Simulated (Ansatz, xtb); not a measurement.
Relaxing a trial structure of FGaH6Si2

The starting geometry of this gas-phase singlet has its atoms placed at random.

```xyz
10

F    -1.6061    1.3989    1.4533
Ga   -1.5398    0.3750   -0.0005
Si    0.0997   -1.2710    1.0734
Si    1.8593    0.6613    0.2269
H    -1.2896   -1.5998   -0.7836
H    -0.0324    0.3760    2.1073
H     0.9248    2.4459    0.0652
H    -0.7843   -1.4011    1.9087
H     1.2156    0.9051    1.7800
H     1.8310   -0.6580   -0.8427
```

Question: One run relaxed it with r2SCAN-D4/def2-SVP. What is a likely outcome?

Answer: It falls apart into FGaH4Si2 + H2. Distances that change by over a tenth: Si3–H8 (1.22 → 1.49 Å), Si4–H10 (1.70 → 1.50 Å). Contacts that open: Si4–H9 (1.70 → 4.11 Å). Contacts that close: Si3–Si4 (2.75 → 2.23 Å), Si3–H5 (2.34 → 1.49 Å), Si4–H7 (2.02 → 1.50 Å), H6–H9 (1.39 → 0.76 Å).

The energy falls by 9.55 eV over 26 steps:

| step | E − E(last) (eV) |
| --- | --- |
| 1 | 9.548 |
| 4 | 2.843 |
| 7 | 0.802 |
| 9 | 0.333 |
| 12 | 0.117 |
| 15 | 0.059 |
| 18 | 0.029 |
| 20 | 0.017 |
| 23 | 0.002 |
| 26 | 0.000 |

Final geometry (Å):

| atom | x (Å) | y (Å) | z (Å) |
| --- | --- | --- | --- |
| F | -1.7837 | 2.1934 | 0.6615 |
| Ga | -1.9171 | 0.4551 | 0.9804 |
| Si | -0.0971 | -1.2593 | 0.3318 |
| Si | 1.7048 | -0.2152 | -0.4678 |
| H | -0.8487 | -2.1301 | -0.6213 |
| H | -0.2161 | 1.7498 | 2.6179 |
| H | 2.3365 | 0.6960 | 0.5404 |
| H | 0.0700 | -1.9650 | 1.6384 |
| H | 0.0104 | 1.1484 | 3.0250 |
| H | 1.4190 | 0.5593 | -1.7183 |

From the same start GFN2-xTB ends elsewhere, in pieces: H6Si2 + FGa.

From so rough a start the end depends on the optimiser's path, so another program may land elsewhere. No frequencies were run, so the end isn't proven a minimum. Run with Ansatz 0.2.0, 39 s on 2 threads of Intel(R) Xeon(R) 6975P-C (Granite Rapids), with other jobs on the host.
